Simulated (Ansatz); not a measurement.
Two members of one family (Series SnH3X), computed with Ansatz in the gas phase; def2 core potentials for Sn, no spin–orbit coupling. The two geometries come from different levels. Binding counts from free atoms in the multiplicity of their measured ground term, without zero-point energy. The structures are stationary points that may keep the symmetry of their start.

First: Sn(SH)H3 (singlet, charge 0, PBE-D4/def2-TZVP geometry).

```xyz
6

Sn   -0.2339    0.3380    0.4347
S     1.4347   -0.8869   -0.8336
H     0.5470   -1.2796   -1.7779
H     0.6210    0.9556    1.7858
H    -1.4884   -0.7329    0.9216
H    -0.8804    1.6058   -0.5307
```

```
                 level  HOMO (eV)  LUMO (eV)  gap (eV)  binding per atom (eV)
    B3LYP-D4/def2-TZVP      -7.01      -0.97      6.04                   2.47
      PBE0-D4/def2-SVP      -7.10      -0.41      6.69                   2.41
     PBE0-D4/def2-TZVP      -7.25      -0.69      6.56                   2.44
    PBE0-D4/def2-TZVPD      -7.29      -0.84      6.45                   2.44
CAM-B3LYP-D4/def2-TZVP      -8.56       0.20      8.76                   2.48
```

Second: Sn(OH)H3 (singlet, charge 0, PBE0-D4/def2-TZVP geometry).

```xyz
6

Sn   -0.197   -0.430    0.147
O     0.424    1.091   -0.940
H     0.844    1.780   -0.422
H    -1.346    0.145    1.275
H     1.150   -1.111    0.947
H    -0.876   -1.476   -1.006
```

Question: Estimate how these quantities change from the first to the second (second minus first).

Answer: 
| level | Δ HOMO (eV) | Δ LUMO (eV) | Δ gap (eV) | Δ binding per atom (eV) |
| --- | --- | --- | --- | --- |
| B3LYP-D4/def2-TZVP | -0.96 | 0.14 | 1.10 | 0.26 |
| PBE0-D4/def2-SVP | -0.84 | 0.28 | 1.12 | 0.22 |
| PBE0-D4/def2-TZVP | -0.95 | 0.16 | 1.11 | 0.24 |
| PBE0-D4/def2-TZVPD | -0.98 | 0.17 | 1.15 | 0.24 |
| CAM-B3LYP-D4/def2-TZVP | -1.09 | 0.07 | 1.16 | 0.28 |
